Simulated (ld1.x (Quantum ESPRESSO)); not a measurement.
**Transferability test, RRKJ potential for fluorine**

* Element: F (Z = 9)
* Generator: ld1.x (Quantum ESPRESSO) 7.5
* Type: norm-conserving RRKJ (Kleinman–Bylander form)
* Functional: BP86
* Relativity: scalar-relativistic
* Frozen core: [He]
* Valence charge: 7
* Reference configuration: 2s2 2p3.5 (charge +1.5)
* Partial waves: 2s (bound): rc 0.60 bohr; 2p (bound): rc 0.85 bohr
* Local potential: the p channel
* Core correction: none
* rho0: 0.02

Energies are relative to the spin-unpolarised reference configuration 2s2 2p3.5; without spin polarisation the order of configurations can differ from experiment.

```json
{"valence configuration": "2s2 2p5", "charge": "0", "ΔE all-electron (eV)": "-36.127", "error AE − PS (meV)": "+0.9"}
{"valence configuration": "2s2 2p4", "charge": "+1", "ΔE all-electron (eV)": "-16.648", "error AE − PS (meV)": "+1.4"}
{"valence configuration": "2s2 2p3", "charge": "+2", "ΔE all-electron (eV)": "21.823", "error AE − PS (meV)": "+0.4"}
{"valence configuration": "2s1 2p6", "charge": "0", "ΔE all-electron (eV)": "-17.319", "error AE − PS (meV)": "+15"}
{"valence configuration": "2s2 2p5.3", "charge": "-0.3", "ΔE all-electron (eV)": "-38.826", "error AE − PS (meV)": "-0.4"}
```

(1) What are ΔE and the potential's error for 2s2 2p1?

(2) What are ΔE and the potential's error for 2s1 2p5?

Levels in the configuration 2s2 2p3:

| level | all-electron (eV) | pseudo (eV) |
| --- | --- | --- |
| 2s | -68.101 | -68.102 |
| 2p | -49.089 | -49.081 |

## Answers

(1) ΔE = 168.417 eV all-electron; the error (AE − PS) is +210 meV.

(2) ΔE = 2.461 eV all-electron; the error (AE − PS) is +15 meV.

ld1.x printed “convergence not achieved” for 6 of the counted tests; their residual had stalled under 1e-8, short of the target of 1e-14.
